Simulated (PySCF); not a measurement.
A made-up structure of NaGeH$_{3}$, singlet:

| atom | x (Å) | y (Å) | z (Å) |
| --- | --- | --- | --- |
| Na1 | -1.4688 | -1.0420 | 1.1149 |
| Ge2 | 0.0749 | 0.0530 | -0.0576 |
| H3 | -0.0400 | -0.3152 | -1.6213 |
| H4 | -0.1176 | 1.6441 | 0.1097 |
| H5 | 1.5515 | -0.3399 | 0.4543 |

It is relaxed with PBE-D4/def2-SVP and then PBE0-D4/def2-TZVP (PySCF 2.14 with density fitting (its default auxiliary sets; JK sets also for MP2 and CCSD(T))). Atoms count as bonded within 1.22 times the sum of their covalent radii (H–H: 0.88 Å). The end point is not checked to be a true minimum.

Task: Does its bonding change? (Judge from chemistry; the calculation decides.)

Result: The calculation gives: No: no bond forms or breaks.

Where it ends: The first stage lowers the energy by 0.97 eV in 8 steps. It ends as NaGeH₃ ([Na][GeH3]):
Na1  (-1.799, -1.276, 1.349)
Ge2  (0.107, 0.071, -0.105)
H3  (0.118, -0.188, -1.644)
H4  (0.051, 1.630, -0.045)
H5  (1.595, -0.208, 0.276)
(Å)

Labels in which every atom is bracketed show which atoms are joined, not bond orders.

For scale, one of the runs: PBE0-D4/def2-TZVP relaxation, 98 basis functions, launched by `OMP_NUM_THREADS=2 python run.py`. Time: 25 s of wall clock on 2 CPU threads of an Arm Neoverse V1; the host was shared. Peak host memory: 0.96 GiB.
